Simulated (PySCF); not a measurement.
C4H12NSi, doublet, geometry from GFN2-xTB. Base run: M062X/6-31G (PySCF).

The PySCF input:
```python
from pyscf import gto, scf, dft

mol = gto.Mole()
mol.atom = '''
    C     1.47598303   -0.63183151    1.36072763
    N     0.90989550    0.02948944    0.21618136
    C     1.92186935    0.55811203   -0.65810281
    Si   -0.67630915   -0.37435750   -0.37449758
    C    -1.82499270   -0.51854130    1.14315112
    C    -1.24713670    1.06935370   -1.48540107
    H     2.10771027   -1.48119756    1.07024335
    H     2.09741409    0.07155301    1.92387189
    H     0.68492818   -0.99481951    2.00938050
    H     1.45884825    1.06972134   -1.49606793
    H     2.57640866   -0.23168633   -1.04883475
    H     2.54635003    1.27194759   -0.11177425
    H    -2.86256635   -0.49757800    0.82559496
    H    -1.67390825   -1.44256320    1.69198787
    H    -1.66892322    0.31080831    1.83079913
    H    -0.76373648    1.06220686   -2.45705957
    H    -2.31690686    1.00487576   -1.65653659
    H    -1.04089684    2.02875314   -1.01415706
'''
mol.basis = '6-31g'
mol.spin = 1
mol.verbose = 5
mol.build()

mf = dft.UKS(mol)
mf.xc = 'm062x'
mf.kernel()
```

Each row names what was changed in the base input (with any setting that the change needs).

```json
[
 {"change": "base", "E (Eh)": "-503.63774", "HOMO (eV)": "-5.34", "dipole (D)": "0.69", "<S^2>": "0.753", "core-seconds (rough)": "30", "outcome": "converged"},
 {"change": "functional = wb97m_v", "E (Eh)": "-", "HOMO (eV)": "-", "dipole (D)": "-", "<S^2>": "-", "core-seconds (rough)": "-", "outcome": "cut at the time limit"},
 {"change": "functional = tpssh", "E (Eh)": "-503.81086", "HOMO (eV)": "-3.85", "dipole (D)": "1.02", "<S^2>": "0.752", "core-seconds (rough)": "40", "outcome": "converged"},
 {"change": "functional = mn12l", "E (Eh)": "-503.46469", "HOMO (eV)": "-3.31", "dipole (D)": "0.86", "<S^2>": "0.754", "core-seconds (rough)": "30", "outcome": "converged"},
 {"change": "functional = lda,vwn", "E (Eh)": "-500.63832", "HOMO (eV)": "-3.15", "dipole (D)": "1.23", "<S^2>": "0.751", "core-seconds (rough)": "10", "outcome": "converged"},
 {"change": "functional = b3lyp", "E (Eh)": "-503.79473", "HOMO (eV)": "-4.12", "dipole (D)": "0.95", "<S^2>": "0.751", "core-seconds (rough)": "20", "outcome": "converged"},
 {"change": "functional = b3lyp; dispersion = d3zero", "E (Eh)": "-503.80522", "HOMO (eV)": "-4.12", "dipole (D)": "0.95", "<S^2>": "0.751", "core-seconds (rough)": "20", "outcome": "converged"},
 {"change": "functional = pbe0; dispersion = d4", "E (Eh)": "-503.40053", "HOMO (eV)": "-4.39", "dipole (D)": "0.90", "<S^2>": "0.752", "core-seconds (rough)": "20", "outcome": "converged"},
 {"change": "functional = o3lyp", "E (Eh)": "-503.67961", "HOMO (eV)": "-3.67", "dipole (D)": "0.97", "<S^2>": "0.751", "core-seconds (rough)": "20", "outcome": "converged"},
 {"change": "functional = b97-1", "E (Eh)": "-503.67547", "HOMO (eV)": "-4.07", "dipole (D)": "1.01", "<S^2>": "0.752", "core-seconds (rough)": "20", "outcome": "converged"},
 {"change": "functional = mn15", "E (Eh)": "-503.35038", "HOMO (eV)": "-4.69", "dipole (D)": "0.72", "<S^2>": "0.752", "core-seconds (rough)": "20", "outcome": "converged"},
 {"change": "functional = b97m_v", "E (Eh)": "-", "HOMO (eV)": "-", "dipole (D)": "-", "<S^2>": "-", "core-seconds (rough)": "-", "outcome": "cut at the time limit"},
 {"change": "functional = pw6b95", "E (Eh)": "-504.29967", "HOMO (eV)": "-4.40", "dipole (D)": "0.94", "<S^2>": "0.752", "core-seconds (rough)": "30", "outcome": "converged"}
]
```

Absolute energies of different levels of theory aren't comparable as measures of quality.

Open shells are given as the SCF converged; they aren't shown to be the lowest states, and a large step between rows can be another state.
